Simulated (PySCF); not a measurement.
Compound: C₅H₁₀N₂OSi.
Numbering: `[CH3:1][N:2]([CH:3]=[O:4])[C@@H:5]1[CH:6]=[N:7][SiH2:8][CH2:9]1`

Cartesian coordinates in Å at the GFN2-xTB level; atoms count from 1:
```xyz
19
C5H10N2OSi angstrom
C      1.5685   -0.8254   -0.6291
N      1.1742    0.0506    0.4451
C      2.0595    0.6271    1.2759
O      1.7786    1.3336    2.2144
C     -0.2468    0.2721    0.6491
C     -0.9830   -1.0452    0.7361
N     -1.9709   -1.2990    0.0025
Si    -2.3491    0.0215   -1.0824
C     -0.9074    1.1156   -0.4557
H      1.0364   -0.5632   -1.5450
H      2.6395   -0.7314   -0.8030
H      1.3379   -1.8670   -0.3879
H      3.1039    0.3836    1.0064
H     -0.3207    0.7752    1.6223
H     -0.6342   -1.7771    1.4593
H     -3.6690    0.5531   -0.7745
H     -2.2003   -0.4339   -2.4613
H     -0.1827    1.3537   -1.2319
H     -1.2444    2.0655   -0.0478
```

Definitions: NICS(0) = −σiso at the ring centroid; NICS(1) = −σiso and NICS(1)zz = −σzz at ±1 Å along the ring normal z. Level: GIAO PBE0/pcSseg-1 (PySCF, non-relativistic, gas phase) on the GFN2-xTB geometry, one conformer.

Ring bond lengths (Å), with Mayer bond orders in brackets: C5–C6 1.512 (0.97), C6–N7 1.256 (1.93), N7–Si8 1.750 (0.97), Si8–C9 1.915 (0.90), C9–C5 1.539 (0.99).

Question: What do the NICS probes read (ppm)?

Answer: 
```tsv
ring	type	NICS(0)	NICS(1), two faces	NICS(1)zz, two faces	rms pucker (Å)	centre to ring atoms, mean (Å)
C5–C6–N7–Si8–C9	5-membered ring with N and Si; formal bonds 1 double, 4 single	-2.0	-3.9 / -4.3	-5.5 / -6.6	0.01	1.35
```

Question: What can be read from them?

Answer: 
- C5–C6–N7–Si8–C9: mean NICS(1)zz -6.1 ppm, shielded. C5, Si8, C9 have four or more neighbours; no verdict on aromaticity is drawn.

Question: Give the inner angles of the rings and the Hirshfeld charges of the ring atoms.

Answer: 
- C5–C6–N7–Si8–C9: C5 108.1° (+0.016 e), C6 121.7° (+0.056 e), N7 112.3° (-0.261 e), Si8 93.8° (+0.382 e), C9 104.2° (-0.171 e); sum 540.0° against 540° for a flat convex ring.
